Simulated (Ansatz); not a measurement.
Reaction (formal loss of a carbene): `COB(S)S` → `[CH2]` (triplet) + `OB(S)S`

Gas-phase electronic energies from Ansatz, PBE0-D4/def2-TZVP geometries. CBS: def2 TZ/QZ extrapolation, frozen cores. DFT in def2-TZVPP. B3LYP here is the variant with VWN-RPA as its local correlation; programs differ in this. Triplets are unrestricted, without spin–orbit coupling. Each species was taken in one conformer, which may not be the lowest.

| level | ΔE (eV) | difference from CCSD(T)/CBS |
| --- | --- | --- |
| PBE-D4 | 4.09 | 0.09 |
| r2SCAN-D4 | 3.79 | -0.21 |
| PBE0-D4 | 3.99 | -0.01 |
| B3LYP-D4 | 3.99 | -0.01 |
| ωB97X-V | 4.16 | 0.16 |
| ωB97M-V | 4.05 | 0.05 |
| B2PLYP | 3.94 | -0.06 |
| PBE | 4.02 | 0.02 |
| r2SCAN | 3.77 | -0.23 |
| PBE0 | 3.92 | -0.08 |
| B3LYP | 3.88 | -0.12 |
| HF/def2-TZVPP | 2.55 | -1.45 |
| MP2/def2-TZVPP | 4.01 | 0.01 |
| SCS-MP2/def2-TZVPP | 4.05 | 0.05 |
| CCSD/def2-TZVPP | 3.80 | -0.20 |
| CCSD(T)/def2-TZVPP | 3.91 | -0.09 |
| HF/def2-QZVPP | 2.56 | -1.44 |
| MP2/def2-QZVPP | 4.07 | 0.07 |
| SCS-MP2/def2-QZVPP | 4.13 | 0.13 |
| CCSD/def2-QZVPP | 3.84 | -0.16 |
| CCSD(T)/def2-QZVPP | 3.96 | -0.04 |
| HF/CBS(def2) | 2.56 | -1.44 |
| MP2/CBS(def2) | 4.11 | 0.11 |
| CCSD/CBS(def2) | 3.87 | -0.13 |
| CCSD(T)/CBS | 4.00 | 0 |

Largest T1 diagnostic among the species: 0.013.

The D4 term adds +0.11 eV with B3LYP and +0.06 eV with PBE0; it sums over pairs of atoms, weighted by their polarisabilities, and B3LYP, whose exchange is more repulsive, gets the larger term. From PBE to PBE0 (25 % exact exchange), in def2-TZVPP and without D4, ΔE moves by −0.10 eV.
